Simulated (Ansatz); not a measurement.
The molecule InH, closed-shell singlet (lowest of 2S+1 = 1, 3 at CCSD(T)/def2-TZVPP on PBE0 minima; our sources give no spin for the ground state, which may be another). No spin–orbit coupling.

Seven points along R, fitted to fifth degree in 1/R; most abundant isotopes. Runs in def2 and cc sets follow the lowest solution found near the PBE0 minimum. The singlet is held restricted. HF and MP2 rows in def2 and cc sets belong to the determinant that coupled cluster picked by its CCSD energy.

Correlated levels freeze the inner cores; with def2 sets outer-core shells near the valence are correlated too.

The values were computed with Ansatz (a quantum-chemistry and plane-wave program).  In def2 rows elements past Kr take small-core potentials, without spin–orbit coupling.

Energies at MP2/def2-TZVPP:

| R (Å) | E (hartree) |
|---|---|
| 1.720769 | -190.05012401 |
| 1.767026 | -190.05147479 |
| 1.809583 | -190.05196649 |
| 1.857690 | -190.05179203 |
| 1.905798 | -190.05096746 |
| 1.961306 | -190.04935207 |
| 2.026066 | -190.04674858 |

Task: With a reduced mass of 0.9991 u, find the minimum, the force constant and the constants.

Result: A fifth-degree polynomial in 1/R puts the minimum at r_e = 1.8217 Å with force constant 140 N/m. Then ω_e = (1/2πc)√(k/μ) = 1543 cm⁻¹ and B_e = h/(8π²cμr_e²) = 5.084 cm⁻¹; the cubic and quartic terms give α_e = 0.13 and ω_e x_e = 23 cm⁻¹.
